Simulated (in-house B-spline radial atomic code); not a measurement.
Mg VIII (Mg7+): [He] 2s2 2p1

Computed with a radial B-spline atomic code at the basis-set limit: non-relativistic CAM-B3LYP, spin-polarised, spherical fractional occupations, point nucleus.

Screening seen three ways: the hydrogenic charge with the same mean radius, Z_r = [3n² - l(l+1)]/(2<r>), the one with the same energy, Z_e = n√(-2ε), and Slater's rules. Values are occupation-weighted means over spin.

```tsv
shell	electrons	ε (eV)	<r> (bohr)	Z_r	Z_e	Slater
1s	2	-1528.2	0.1302	11.52	10.60	11.70
2s	2	-274.26	0.5908	10.16	8.98	9.60
2p	1	-244.11	0.5255	9.51	8.47	9.60
```

The least bound orbital is 2p up at -244.1 eV, while the most diffuse is 2s down (<r> = 0.593 bohr against 0.5255 bohr): energy order and size order differ.

Caution: exact exchange at fractional occupations of open shells leaves self-interaction of up to several eV.
